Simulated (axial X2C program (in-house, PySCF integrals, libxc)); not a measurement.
Working with the constants of SnSe

A bond curve at the PBE0 level, two-component, was computed with an in-house relativistic program for diatomic molecules (basis Sn dyall-cv3z [11s12p9d4f1g], Se dyall-cv3z [8s9p6d4f1g] (cores contracted in-house)) for the state Ω = 0 (closed shell). Its fit gives Re = 2.3253 Å, ωe = 336.9 cm⁻¹, ωexe = 0.557 cm⁻¹ and αe = 1.547e-04 cm⁻¹; the masses are 119.9022 and 79.9165 u. Two-component means X2C with spin–orbit coupling and atomic mean-field Coulomb and Gaunt terms.

Task: Find the reduced mass, Be and the force constant.

Result: From the PBE0 values: μ = 47.9543 u. Be = 16.8576/(μ Re²) = 0.06501 cm⁻¹. k = 5.8918×10⁻⁷ μ ωe² = 3.21 mdyn/Å.

Task: Where do the fundamental and the first overtone lie?

Result: ν(1←0) = ωe − 2ωexe = 335.8 cm⁻¹; ν(2←0) = 2ωe − 6ωexe = 670.5 cm⁻¹.

Task: The dipole moment p changes by 4.53 D/Å at Re. What harmonic infrared intensity follows?

Result: I = 42.256 × (dp/dR)²/μ = 18 km/mol.

Task: Give B0, the J = 1←0 line in GHz and the most populated J at 300 K (kT = 208.5 cm⁻¹).

Result: B0 = Be − αe/2 = 0.06494 cm⁻¹; 2B0 = 3.894 GHz; J(max) ≈ √(kT/2B0) − 1/2 = 39.6, so J = 40.

Task: A Morse curve ties αe to the other constants (Pekeris). How well does that hold?

Result: αe(Morse) = 6Be²/ωe × (√(ωexe/Be) − 1) = 1.451e-04 cm⁻¹; the PBE0 curve gives 1.547e-04 cm⁻¹, a ratio of 0.94.

The state is one determinant whose occupation by symmetry is held fixed; it was picked as the lowest of a PBE0 search that is not exhaustive.
